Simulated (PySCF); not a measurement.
## Energy of Tc (technetium, neutral) between two integer charges

The 5s beta orbital of [Kr] 4d5 5s2 is emptied in steps (occupation f), with all orbitals relaxed, ending at [Kr] 4d5 5s1. Computed with PySCF 2.14 in def2-SVP with the def2 core potential (28 electrons), with a scalar-relativistic core potential. The exact energy is a straight line in f; departures are measured from the line between the end points of the same method.

```
  f  PBE0 (eV)  LC-wPBE (eV)
  1      0.000         0.000
0.9     -0.172         0.008
0.7     -0.401         0.017
0.5     -0.476         0.016
0.3     -0.397         0.010
0.1     -0.163         0.005
  0      0.000         0.000
```

| method | E(f=0) − E(f=1) (eV) | −ε at f=1 (eV) | −ε at f=0.5 (eV) |
| --- | --- | --- | --- |
| PBE0 | 6.745 | 4.837 | 6.753 |
| LC-wPBE | 6.556 | 6.650 | 6.535 |

Orbital energy along the path (eV):

| f | PBE0 | LC-wPBE |
| --- | --- | --- |
| 1 | -4.837 | -6.650 |
| 0.9 | -5.218 | -6.624 |
| 0.7 | -5.984 | -6.574 |
| 0.5 | -6.753 | -6.535 |
| 0.3 | -7.529 | -6.524 |
| 0.1 | -8.288 | -6.530 |
| 0 | -8.148 | -6.430 |

As f goes to zero the orbital energy of a semilocal functional can turn back, because the density of that orbital vanishes from the exchange-correlation potential.

Reference removal energy between the ground levels: 7.119 eV (measured; NIST Atomic Spectra Database, ionization energies).
